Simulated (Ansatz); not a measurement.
Total energies of (AgOH)2 ring (Ag₂O₂H₂) from Ansatz at PBE-D4/def2-TZVP, gas phase (1 Eh = 27.2114 eV = 2625.5 kJ/mol). The reference geometry is relaxed at PBE-D4/def2-SVP.

```
                 state                    geometry  energy (Eh)
      charge 0 singlet                   reference   -445.57887
      charge 1 doublet                   reference   -445.28392
      charge 1 doublet  relaxed at PBE-D4/def2-SVP   -445.28892
free Ag atom (doublet)                           –   -146.98341
 free O atom (triplet)                           –    -75.00967
 free H atom (doublet)                           –     -0.49962
```

In the def2 sets Ag takes a core potential; there is no spin–orbit coupling.

Question: Work out the vertical ionisation energy to the doublet.

Answer: E(charge 1 doublet) − E(charge 0 singlet) = -445.28392 − (-445.57887) = 0.29495 Eh = 8.03 eV. For comparison, −ε of the highest occupied level is 5.00 eV at this level, 3.03 eV less.

Question: How much does the charge 1 doublet relax, and what is the adiabatic ionisation energy?

Answer: Relaxation: -445.28392 − (-445.28892) = 0.00500 Eh = 0.14 eV. Adiabatic ionisation energy: 0.28995 Eh = 7.89 eV, without zero-point energy. 

Question: What is the binding energy per atom against free atoms?

Answer: Atoms: 2 × (-146.98341) + 2 × (-75.00967) + 2 × (-0.49962) = -444.98540 Eh. Binding: -444.98540 − (-445.57887) = 0.59347 Eh = 16.15 eV, or 2.69 eV for each of 6 atoms (no zero-point energy, no counterpoise term).
